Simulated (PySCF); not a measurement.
Radial density of Co (cobalt, neutral)

UHF, [Ar] 3d6 4s2 5s1, high-spin 6D determinant (an excited configuration). Calculation: PySCF 2.14, in aug-cc-pwCVTZ; no relativity, point nucleus.

```
r (bohr)  4πr²ρ (e/bohr)  4πr²(ρα − ρβ)
0.000997          0.1583         0.0000
 0.00168          0.4316         0.0000
 0.00282           1.148         0.0001
 0.00474           2.928         0.0002
 0.00798           6.958         0.0005
  0.0134           14.69         0.0010
  0.0226           25.51         0.0012
  0.0380           32.41        -0.0001
  0.0639           28.00        -0.0020
   0.107           27.29         0.0303
   0.181           36.61         0.3213
   0.304           21.20         1.5914
   0.511           16.02         3.8917
   0.860           15.10         3.7285
    1.45           3.712         1.2427
    2.43           1.124         0.1231
    4.09          0.2409         0.0038
    6.88          0.1671         0.1622
    11.6         0.05349         0.0535
    19.5       0.0001260         0.0001
```

The outer electron is Rydberg-like, and this basis confines it to a smaller radius and binds it less than a complete one would.

Task: Where is the radial spin density 4πr²(ρα − ρβ) most negative, and why is it negative at all?

Result: Around r = 0.0639 bohr, down to -0.0020 e/bohr: exchange with the open shell polarises the paired shells in an unrestricted calculation.
